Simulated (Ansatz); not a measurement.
Calculated with Ansatz (gas phase, PBE0-D4/def2-TZVP geometries, no zero-point term in ΔE). CBS: MP2 limit from def2 TZ/QZ plus the TZ coupled-cluster correction, frozen cores. DFT in def2-TZVPP. For Ge outer-core shells are correlated without core-valence functions, which leaves a few kJ/mol of doubt a bond. Scalar relativity is left out up to krypton. Each species was taken in one conformer, which may not be the lowest.

Reaction (substitution at a C–C bond): `C[C@@H]1B[C@H]1Cl` + `Cl[SiH2][NH][GeH2][Cl]` → `C[N]([SiH2]Cl)[GeH2][Cl]` + `ClC1BC1`

Problem. Is it downhill or uphill in electronic energy at CCSD(T)/CBS, and by how much? (Best estimate.)

Solution. Computed: Uphill: ΔE = +8.8 kcal/mol.

Problem. What do these levels give: B2PLYP, r2SCAN, HF/def2-TZVPP, MP2/def2-TZVPP, HF/def2-QZVPP, HF/CBS(def2)? (Estimate.)

Solution. Computed: B2PLYP 9.2, r2SCAN 9.2, HF/def2-TZVPP 10.3, MP2/def2-TZVPP 8.7, HF/def2-QZVPP 10.4, HF/CBS(def2) 10.4 kcal/mol.

Largest T1 diagnostic among the species: 0.011.

In def2-TZVPP, CCSD(T) changes the Hartree–Fock value by −1.8 kcal/mol (the triples alone add −0.3 kcal/mol) and MP2 by −1.6 kcal/mol. The D4 term adds −1.5 kcal/mol with B3LYP and −0.8 kcal/mol with PBE0; it sums over pairs of atoms, weighted by their polarisabilities, and B3LYP, whose exchange is more repulsive, gets the larger term.

B3LYP here is the variant with VWN-RPA as its local correlation; programs differ in this.
